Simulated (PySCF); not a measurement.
Isomers of C5H3NO.

All values: PBE0/pcSseg-1 (PySCF) at GFN2-xTB geometries, gas phase, one conformer each.

Question: Rank by the lowest Hirshfeld charge on any atom, highest value first.
A. `N#Cc1ccco1`
B. `N#Cc1ccoc1`
C. `n1occ(C#C)c1`
D. `[CH:1]#[C:2][C:3]#[C:4][C:5]([NH2:6])=[O:7]` with C4–C5–N6–H 0° and 180°

Answer: C (-0.107 e), A (-0.203 e), B (-0.219 e), D (-0.278 e).

Question: Rank by LUMO energy, lowest first.
A. `N#Cc1ccco1`
B. `[CH:1]#[C:2][C:3]#[C:4][C:5]([NH2:6])=[O:7]` with C4–C5–N6–H 0° and 180°
C. `c1cc(co1)C#N`

Answer: B (-1.87 eV), A (-1.43 eV), C (-1.04 eV).

Question: Rank by HOMO energy, lowest first.
A. `[CH:1]#[C:2][C:3]#[C:4][C:5]([NH2:6])=[O:7]` with C4–C5–N6–H 0° and 180°
B. `N#Cc1ccco1`
C. `N#Cc1ccoc1`

Answer: A (-7.69 eV), C (-7.54 eV), B (-7.41 eV).

All values together:

| SMILES | μ (D) | HOMO (eV) | LUMO (eV) | lowest IAO charge (e) | highest IAO charge (e) | lowest Hirshfeld charge (e) | highest Hirshfeld charge (e) |
| --- | --- | --- | --- | --- | --- | --- | --- |
| C#Cc1cnoc1 | 2.50 | -7.43 | -1.03 | -0.220 (C) | +0.207 (H) | -0.107 (N) | +0.097 (H) |
| N#Cc1ccoc1 | 3.99 | -7.54 | -1.04 | -0.237 (N) | +0.190 (H) | -0.219 (N) | +0.079 (H) |
| N#Cc1ccco1 | 4.76 | -7.41 | -1.43 | -0.220 (N) | +0.185 (H) | -0.203 (N) | +0.076 (H) |
| C#CC#CC(N)=O | 4.00 | -7.69 | -1.87 | -0.500 (N) | +0.435 (C) | -0.278 (O) | +0.177 (C) |

Conformers: `[CH:1]#[C:2][C:3]#[C:4][C:5]([NH2:6])=[O:7]` with C4–C5–N6–H 0° and 180°.
